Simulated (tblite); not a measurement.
Cl$_{4}$Ta, doublet, geometry from GFN2-xTB (such geometries of metal compounds can be far from the true shape) (the multiplicity is a formal guess); GFN1-xTB with ALPB(water) (tblite).

Here is a job for tblite.
```
$ tblite run mol.xyz --method gfn1 --charge 0 --spin 1 --alpb water --json tblite.json --no-restart

# file mol.xyz
5

Ta    -0.00000000    -0.00000000    -0.00000000
Cl     1.36619073    -0.65859833    -1.66508424
Cl     0.04287916     0.60583721     2.16883772
Cl    -0.42428951     2.05293560    -0.82350971
Cl    -0.98478038    -2.00017448     0.31975623
```

Output, abridged:

```
xTB calculator
 | screened Coulomb repulsion
 | Coulomb electrostatics
 |  * isotropic Klopman-Ohno-Mataga-Nishimoto electrostatics
 |  * onsite third-order electrostatics
 | DFT-D3(BJ) dispersion correction
 | Interactions (3)
 | [1] alpb/gbsa reaction field model
 | [2] cds contribution to solvation
 | [3] empirical free energy shift and standard state/solvent correction

halogen bonding energy    0.0000000000000E+00 Eh
repulsion energy          3.5738802212028E-02 Eh
dispersion energy        -3.1809892073778E-03 Eh
interaction energy       -1.3668995678711E-03 Eh
number of electrons       3.3000000000000E+01 e
integral cutoff           3.6814730210589E+01 bohr

------------------------------------------------------------
  cycle        total energy    energy error   density error
------------------------------------------------------------
      1     -19.13672966578  -1.9167921E+01   5.6068366E-01
      2     -19.15990108464  -2.3171419E-02   2.7878546E-01
      3     -19.16349893853  -3.5978539E-03   9.6112656E-02
      4     -19.16353771549  -3.8776961E-05   3.1220503E-02
      5     -19.16367890260  -1.4118711E-04   3.3883569E-03
      6     -19.16367970872  -8.0612719E-07   1.3047037E-03
      7     -19.16367982105  -1.1232689E-07   1.9423530E-05
------------------------------------------------------------

electronic energy        -1.9194870734487E+01 Eh
total energy             -1.9163679821051E+01 Eh

Post processing:
 | Mayer-Wiberg bond orders

[Info] JSON dump of results written to 'tblite.json'
```
